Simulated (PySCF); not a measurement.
## Polarisability and C₆ of In (indium, neutral)

[Kr] 4d10 5s2 5p1, 2P determinant. All numbers are calculated (PySCF 2.14, scalar relativity through the core potential, in aug-cc-pVQZ-PP with ECP28MDF (7s7p5d3f2g, 92 functions)). Coupled (time-dependent) response in atomic units; α is the mean over directions.

| method | mean α (bohr³) | α xx, yy, zz | C₆ (like pair) | S(−4) |
| --- | --- | --- | --- | --- |
| UHF | 74.50 | 60.43, 102.6, 60.43 | 799.9 | 2965 |
| PBE | 80.47 | 60.23, 121.0, 60.23 | 819.6 | 4816 |
| PBE0 | 75.12 | 58.14, 109.1, 58.14 | 772.5 | 3664 |
| PW91 | 79.36 | 59.48, 119.1, 59.48 | 804.6 | 4686 |

S(−4) is the Cauchy moment in α(ω) = α(0) + S(−4) ω² + …

Reference α: 65 ± 4 bohr³ (recommended; Schwerdtfeger and Nagle, table of static dipole polarizabilities (2023 update)). Published C₆: 779.0 (Chu and Dalgarno (2004); Tang, Norbeck and Certain (1976)).

Spin-orbit coupling is absent.

α(iu) at PW91:

```csv
u (hartree),α(iu) (bohr³)
0,79.36
0.0500,69.87
0.100,54.28
0.200,33.21
0.300,22.19
0.500,12.15
0.750,7.291
1.00,5.056
1.50,2.988
2.00,2.015
3.00,1.098
5.00,0.4637
```

The components differ because the open shell of this determinant is not spherical; for a pure term their mean is the scalar polarisability.

Energies and moments cover only the electrons outside the core potential.
